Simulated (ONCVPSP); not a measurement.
## Ranking ONCV potentials for carbon

All share these settings but for the change named:

| Property | Result |
| --- | --- |
| Element | C (Z = 6) |
| Generator | ONCVPSP 4.0.1 |
| Type | optimised norm-conserving Vanderbilt (ONCV) |
| Functional | PBEsol |
| Relativity | fully relativistic |
| Frozen core | [He] |
| Valence charge | 4 |
| Reference configuration | 2s2 2p1 (charge +1) |
| Partial waves | 2s: rc 1.20 bohr, ncon 3, nbas 8, qcut 6.8 1/bohr, 2 projectors, debl 1.1 Ha; 2p: rc 1.70 bohr, ncon 4, nbas 9, qcut 8.5 1/bohr, 2 projectors, debl 1.1 Ha; d scattering state at 0.05 Ha: rc 1.75 bohr, ncon 5, nbas 10, qcut 5.2 1/bohr, 2 projectors, debl 3.8 Ha |
| Local potential | polynomial inside 0.95 bohr (lpopt 1, dvloc0 0 Ha) |
| Core correction | polynomial model core, fcfact 0.45 |

Open shells are filled in proportion to 2j + 1.

Test errors are all-electron minus pseudo excitation energies from the reference, over 2s2 2p2; 2s2 2p0; 2s1 2p0; 2s1 2p3. None of these files shows a bound ghost.

The base gives 170.3 meV.

Of 5 variants that were run, those that failed, showed a ghost or another fault, or gave nearly equal values are left out.

A variant can come out equal or close to the base, since the largest error may sit in a test that the change hardly touches while other tests move.

Rank these variants by their largest absolute test error, smallest first.
A. functional PBE
B. p: rc 2.46
C. core correction polynomial model core, fcfact 1

C (160.5 meV), A (181.8 meV), B (421.8 meV).
